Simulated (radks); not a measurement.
Numerical settings for the fluorine ion F+, [He] 2s2 2p4. Method: scalar-relativistic Kohn-Sham, PBEsol, spin-polarised, spherical densities, point nucleus; open shells are filled with parallel spins first; computed with a radial shooting solver on a logarithmic mesh with Libxc functionals. The defaults (mesh step 0.008 in ln r, mesh end at 40 bohr or more with all orbitals vanishing there, Anderson mixing 0.5 over 9 steps, residual threshold near 1e-9 with the energy settled to 1e-9 hartree or 1e-11 of itself, here a cap of 90 iterations) give E = -98.8110 hartree and 2p at -25.840 eV in 14 iterations. Run on one thread of a shared host, so times are rough (Arm Neoverse N1): 0.12 s of CPU time, 0.12 s wall, 14 iterations on 2476 mesh points. Changes against that run (0 stands for a change within the tolerance of the run):

setting                     iterations  converged  E (mhartree)  e(2p) (meV)  CPU (s)
mesh step in ln r 0.005             14        yes             0            0     0.17
mesh step in ln r 0.08              14        yes      +0.00395     +0.00558     0.03
mesh step in ln r 0.05              14        yes     +0.000128            0     0.03
mesh end (bohr) 20                  14        yes             0            0     0.11
mesh end (bohr) 8                   14        yes      +0.00011      +0.0151     0.11
residual threshold 1e-05             9        yes             0       -0.094     0.08
residual threshold 1e-16            90         no             0            0     0.51
mixing 0.05                         19        yes             0            0     0.15
linear mixing, mixing 0.05          90         no      +0.00396         -168     0.62
linear mixing, mixing 0.2           90        yes             0            0     0.57
mixing history 2                    22        yes             0            0     0.16
iteration cap 5                      5         no       +0.0594         +158     0.04

No run marked as converged misses the energy by more than 1 mhartree. A mesh that ends early acts as a hard wall.
